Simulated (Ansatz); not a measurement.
Consider the ligand exchange at a Mo–O bond: `[O]=[Mo]([OH])([F])([F])[Cl]` + HCl → `[O]=[Mo]([F])([F])([Cl])[Cl]` + H₂O.

Program: Ansatz. Geometries: PBE0-D4/def2-TZVP. ΔE: electronic, gas phase. CCSD(T)/CBS is the MP2 limit (def2-TZVPP, def2-QZVPP) plus CCSD(T) − MP2 in def2-TZVPP, frozen cores. This one scheme is used for every species. Functionals use def2-TZVPP. HSE06 is defined as in plane-wave codes. def2 core potentials past Kr. For Mo outer-core shells are correlated without core-valence functions, which leaves a few kJ/mol of doubt a bond. One conformer a species, not always the lowest.

**Question.** Is it downhill or uphill in electronic energy at CCSD(T)/CBS, and by how much? (An estimate is asked.)

**Answer.** Ansatz gave: Downhill: ΔE = -10.5 kJ/mol.

**Question.** What do these levels give: r2SCAN0-D4, HSE06-D4, BHLYP-D4, CAM-B3LYP-D4, MP2/def2-SVP, MP2/CBS(def2)? (An estimate is asked.)

**Answer.** Ansatz gave: r2SCAN0-D4 -6.0, HSE06-D4 -9.3, BHLYP-D4 -4.1, CAM-B3LYP-D4 3.8, MP2/def2-SVP 0.2, MP2/CBS(def2) -25.2 kJ/mol.

Largest T1 diagnostic among the species: 0.024, so the coupled-cluster value is less sure than usual.

Leaving LDA and LC-ωPBE aside and taking each functional with its dispersion term where it has one, the values, not all of them listed here, spread over 14.6 kJ/mol, from PBE-QIDH to CAM-B3LYP-D4. LDA lies +3.7 kJ/mol from PBE without D4. The D4 term adds −3.4 kJ/mol with B3LYP and −1.7 kJ/mol with PBE0; it sums over pairs of atoms, weighted by their polarisabilities, and B3LYP, whose exchange is more repulsive, gets the larger term. At CCSD(T), def2-SVP lies +19.9 kJ/mol from the extrapolated value and def2-TZVPP +7.4 kJ/mol.

B3LYP here is the variant with VWN-RPA as its local correlation; programs differ in this.
